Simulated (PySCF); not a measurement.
**Deuteron quadrupole couplings in `CC(=O)OC(=O)CCCl`**

Species: C5H7ClO3.
Z-matrix (Å and degrees, GFN2-xTB geometry), rows numbered from 1:
```
C 
C   1  1.4998
O   2  1.1871  1  127.05
O   2  1.3854  1  108.37  3  -179.96
C   4  1.3691  2  123.57  1   180.00
O   5  1.1893  4  125.56  2     0.16
C   5  1.5132  4  108.52  2  -179.84
C   7  1.5194  5  110.65  4   179.98
Cl  8  1.7814  7  110.05  5   179.80
H   1  1.0874  2  109.37  3  -121.05
H   1  1.0854  2  109.73  3    -0.09
H   1  1.0875  2  109.37  3   120.85
H   7  1.0924  5  108.47  4   -58.17
H   7  1.0924  5  108.48  4    58.11
H   8  1.0894  7  111.10  5    60.81
H   8  1.0894  7  111.11  5   -61.20
```

Level: PBE0/pcSseg-1 (PySCF, non-relativistic); Q(2H) = 0.00286 b; rigid geometry, the same for H and D, with no vibrational averaging.

What are Vzz, η and χzz (234.96 MHz × Q × Vzz) at all hydrogens?

```
atom  bonded to  bond length (Å)  Vzz (au)     η  χzz (kHz)
 H10         C1            1.087    0.3120  0.04        210
 H11         C1            1.085    0.3124  0.02        210
 H12         C1            1.087    0.3119  0.04        210
 H13         C7            1.092    0.2986  0.04        201
 H14         C7            1.092    0.2986  0.04        201
 H15         C8            1.089    0.2984  0.04        201
 H16         C8            1.089    0.2984  0.04        201
```

Give the 2H NMR doublet splittings at H10 for a magnetic field along the z, y and x axes of the gradient: 3χ/2, 3χ(1 + η)/4, 3χ(1 − η)/4.

With |χ| = 209.6 kHz and η = 0.039: 314, 163 and 151 kHz, to first order and without motion.

The structure is a single GFN2-xTB conformer in the gas phase; no vibrational or solvent corrections. GFN2-xTB bond lengths can be off by several hundredths of an ångström, more for odd bonds, and the gradients follow them. These gradients aren't converged with respect to the basis.
